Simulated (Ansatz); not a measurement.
System: CH8NSi (charge +1, singlet). It need not be the lowest isomer of its formula. 
Coordinates optimised at B3LYP-D3(BJ)/def2-TZVP (Ansatz, an electronic-structure program):
```xyz
11

C     -1.6019    -0.3819     0.4804
N     -0.5276     0.6250     0.1481
Si     1.1323    -0.1351    -0.3341
H     -1.2623    -0.9875     1.3165
H     -1.7687    -1.0105    -0.3904
H     -2.5175     0.1403     0.7450
H     -0.8588     1.2272    -0.6091
H     -0.3967     1.2481     0.9483
H      1.9765     1.0362    -0.6003
H      0.7876    -0.9392    -1.5124
H      1.4917    -0.9073     0.8609
```
Charge +1, spin multiplicity 1.

Total electronic energies in hartree. Cores are frozen in the correlated levels unless marked. Spin-orbit coupling is left out. No relativistic terms. Basis-set limits of correlation are two-point, X^-3; Hartree-Fock from the larger set.

```
level                                        program  energy (Eh)
------------------------------------  --------------  -----------
r2SCAN/def2-TZVPD                             Ansatz   -386.87965
B3LYP/def2-TZVPD                              Ansatz          [?]
PBE0-D4/def2-TZVPD                    Ansatz + dftd4   -386.73187
BHLYP/def2-TZVPD                              Ansatz          [?]
RPA@PBE/cc-pV(Q+d)Z                           Ansatz   -386.71019
MP2/cc-pV(T+d)Z                               Ansatz   -386.26785
SCS-MP2/cc-pV(D+d)Z                           Ansatz   -386.13597
CCSD(T)/6-31G                                 Ansatz   -385.89205
CCSD(T)/CBS(cc-pV(T+d)Z,cc-pV(Q+d)Z)          Ansatz    -386.3941
```

**Question.** Some entries are withheld; supply them.

**Answer.** 
- B3LYP/def2-TZVPD, energy (Eh): -386.99982
- BHLYP/def2-TZVPD, energy (Eh): -386.91279
